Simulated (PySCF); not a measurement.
# A thermochemical cycle for SrH

r²SCAN in PySCF with def2-SVPD on every atom (core potentials on Sr), for the lowest determinant that a PBE0 search found; no spin–orbit coupling. SrH, a doublet (σ ↑), has De = 2.00 eV to neutral atoms, and SrH⁺, a singlet (closed shell), has De = 2.19 eV to Sr⁺ + H.

At the same level the Sr atom ionises at 5.42 eV.

Question: What is the adiabatic ionisation energy of the molecule, and does ionisation strengthen or weaken the bond?

Answer: IE = IE(Sr) + De(neutral) − De(ion) = 5.42 + 2.00 − 2.19 = 5.23 eV. De changes by +0.19 eV, so ionisation strengthens the bond.

For an ion De counts to the pair picked by the measured ionisation energies or electron affinities, which need not be the lowest pair at this level. States were picked by a PBE0 search and need not be the measured ground states.
